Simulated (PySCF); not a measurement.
(E)-1-bromo-2-fluoroprop-1-ene (C3H4BrF), SMILES C/C(=C\Br)F. Heavy atoms are numbered as in [CH3:1]/[C:2]([F:3])=[CH:4]\[Br:5]. Hydrogens are named by the atom that carries them.

The structure is a stationary point at B3LYP-D3(BJ)/def2-SVP.

Method: CAM-B3LYP/def2-TZVP in PySCF.

ESP charges are fitted to the potential on shells at 1.4 to 2.0 van der Waals radii. Atomic charges (e), one atom of each kind:

```json
[
 {"atom": "C1 (CH3)", "Mulliken": "-0.35", "ESP fit": "-0.53", "meta-Löwdin": "-0.35", "Löwdin": "-0.27"},
 {"atom": "C2", "Mulliken": "0.21", "ESP fit": "0.52", "meta-Löwdin": "0.31", "Löwdin": "-0.35"},
 {"atom": "F3", "Mulliken": "-0.20", "ESP fit": "-0.24", "meta-Löwdin": "-0.28", "Löwdin": "0.18"},
 {"atom": "C4 (CH)", "Mulliken": "-0.21", "ESP fit": "-0.49", "meta-Löwdin": "-0.22", "Löwdin": "-0.43"},
 {"atom": "Br5", "Mulliken": "-0.04", "ESP fit": "-0.02", "meta-Löwdin": "-0.02", "Löwdin": "0.31"},
 {"atom": "H on C1", "Mulliken": "0.14", "ESP fit": "0.17", "meta-Löwdin": "0.13", "Löwdin": "0.14"},
 {"atom": "H on C4", "Mulliken": "0.16", "ESP fit": "0.26", "meta-Löwdin": "0.15", "Löwdin": "0.14"}
]
```

Computed Mayer and Wiberg (Löwdin basis) orders of the bonds:
```tsv
bond	Mayer	Wiberg
C1–C2	0.97	1.29
C2–F3	1.02	1.68
C2–C4	1.85	2.02
C4–Br5	1.10	1.61
```
